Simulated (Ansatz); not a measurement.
`[CH3][In]([CH3])[NH2]` → `[CH3]`• + `[CH3][In][NH2]`•  (homolysis of the C–In bond)

Isolated molecules relaxed with PBE0-D4/def2-TZVP in Ansatz; ΔE leaves out vibrations. CCSD(T)/CBS is the MP2 limit (def2-TZVPP, def2-QZVPP) plus CCSD(T) − MP2 in def2-TZVPP, frozen cores. This one scheme is used for every species. Functionals use def2-TZVPP. B3LYP here is the variant with VWN-RPA as its local correlation; programs differ in this. No spin–orbit coupling; open shells (•) take unrestricted orbitals. Elements past krypton have def2 core potentials. For In outer-core shells are correlated without core-valence functions, which leaves a few kJ/mol of doubt a bond. One conformer a species, not always the lowest.

| level | ΔE (kJ/mol) | difference from CCSD(T)/CBS |
| --- | --- | --- |
| BLYP-D4 | 250.8 | -40.9 |
| r2SCAN-D4 | 253.6 | -38.1 |
| B97M-V | 273.7 | -18.0 |
| revPBE | 245.3 | -46.4 |
| B3LYP | 250.8 | -40.9 |
| CCSD/def2-SVP | 259.9 | -31.8 |
| CCSD(T)/def2-SVP | 265.4 | -26.3 |
| CCSD/def2-TZVPP | 273.1 | -18.6 |
| HF/def2-QZVPP | 168.7 | -123.0 |
| HF/CBS(def2) | 168.7 | -123.0 |
| CCSD(T)/CBS | 291.7 | 0 |

Largest T1 diagnostic among the species: 0.017.

The D4 term adds +7.8 kJ/mol with B3LYP and +4.5 kJ/mol with PBE0; it sums over pairs of atoms, weighted by their polarisabilities, and B3LYP, whose exchange is more repulsive, gets the larger term. From BLYP to BHLYP (50 % exact exchange), in def2-TZVPP and without D4, ΔE moves by +9.3 kJ/mol. At CCSD(T), def2-SVP lies −26.3 kJ/mol from the extrapolated value and def2-TZVPP −9.3 kJ/mol: correlation converges slowly with the basis, and small sets miss more of it in the bonded molecule than in its fragments.
